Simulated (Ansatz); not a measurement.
Series SiH3X: PBE0-D4/def2-TZVP single points in Ansatz on relaxed structures, gas phase. Core potentials for I, no spin–orbit coupling. Binding counts from free atoms in the multiplicity of their measured ground term, without zero-point energy. A dash marks a value that wasn't run or was left out as unsound. The structures are stationary points that may keep the symmetry of their start. Remarks come from the PBE and PBE0 runs and from stability tests at other levels; not every state was tested. HOMO above LUMO (over both spins in singlets and doublets, within one spin in higher multiplets; at PBE or PBE0), or a gap under 0.15 eV within one spin, warns that the state may not be the lowest or that an electron is smeared out.

```csv
species,atoms,state,geometry,HOMO (eV),LUMO (eV),gap (eV),vertical IE (eV),vertical triplet (eV),binding per atom (eV),point group (within 0.1 Å),remarks
SiIH3 (SiH3I),5,singlet,r2SCAN-D4/def2-TZVP,-7.73,-0.81,6.92,9.98,5.23,2.64,C3v,"gap within one spin near zero at PBE or PBE0 (+1 doublet), gap within one spin near zero at PBE or PBE0 (triplet)"
SiClH3 (SiH3Cl),5,singlet,r2SCAN-D4/def2-TZVP,-9.03,-0.08,8.95,11.47,–,2.89,C3v,"gap within one spin near zero at PBE or PBE0 (+1 doublet), HOMO above LUMO (+1 doublet), gap within one spin near zero at PBE or PBE0 (triplet), HOMO above LUMO (triplet)"
SiFH3 (SiH3F),5,singlet,PBE0-D4/def2-TZVP,-9.77,-0.12,9.65,12.47,–,3.22,C3v,"gap within one spin near zero at PBE or PBE0 (+1 doublet), HOMO above LUMO (+1 doublet), gap within one spin near zero at PBE or PBE0 (triplet), HOMO above LUMO (triplet)"
SiBrH3 (SiH3Br),5,singlet,PBE-D4/def2-TZVP,-8.47,-0.42,8.04,10.85,6.28,2.77,C3v,"gap within one spin near zero at PBE or PBE0 (+1 doublet), HOMO above LUMO (+1 doublet), gap within one spin near zero at PBE or PBE0 (triplet), HOMO above LUMO (triplet)"
Si(SH)H3 (SiH4S),6,singlet,PBE-D4/def2-TZVP,-7.51,0.06,7.56,9.84,5.58,2.89,Cs,gap within one spin near zero at PBE or PBE0 (triplet)
Si(OH)H3 (SiOH4),6,singlet,r2SCAN-D4/def2-TZVP,-8.73,0.04,8.77,11.25,–,3.25,Cs,–
Si(CN)H3 (CH3NSi),6,singlet,PBE0-D4/def2-TZVP,-9.86,-0.62,9.24,12.22,5.99,3.81,C3v,"gap within one spin near zero at PBE or PBE0 (+1 doublet), HOMO above LUMO (+1 doublet)"
Si(CCH)H3 (C2H4Si),7,singlet,PBE0-D4/def2-TZVP,-8.32,-0.10,8.23,10.62,5.11,3.84,C3v,gap within one spin near zero at PBE or PBE0 (+1 doublet)
Si(NCS)H3 (CH3NSSi),7,singlet,PBE-D4/def2-SVP,-7.54,-0.74,6.80,9.62,4.35,3.81,C3v,–
Si(NH2)H3 (SiNH5),7,singlet,PBE0-D4/def2-TZVP,-7.41,0.35,7.77,9.82,5.82,3.15,Cs,–
Si(NCO)H3 (CH3NOSi),7,singlet,r2SCAN-D4/def2-TZVP,-8.71,0.11,8.82,10.93,–,4.13,–,gap within one spin near zero at PBE or PBE0 (+1 doublet)
Si(SiH3)H3 (Si2H6),8,singlet,PBE-D4/def2-TZVP,-8.39,0.26,8.65,10.52,6.29,2.85,–,–
Si(GeH3)H3 (SiGeH6),8,singlet,PBE0-D4/def2-TZVP,-8.30,0.37,8.67,10.41,–,2.72,C3,gap within one spin near zero at PBE or PBE0 (triplet)
SiMeH3 (CH6Si),8,singlet,r2SCAN-D4/def2-TZVP,-9.22,0.69,9.91,11.57,–,3.37,C3v,"gap within one spin near zero at PBE or PBE0 (+1 doublet), gap within one spin near zero at PBE or PBE0 (triplet), HOMO above LUMO (triplet)"
```

The gap (eV) runs from 6.80 (Si(NCS)H3) to 9.91 (SiMeH3). The vertical IE (eV) runs from 9.62 (Si(NCS)H3) to 12.47 (SiFH3). The vertical triplet (eV) runs from 4.35 (Si(NCS)H3) to 6.29 (Si(SiH3)H3).
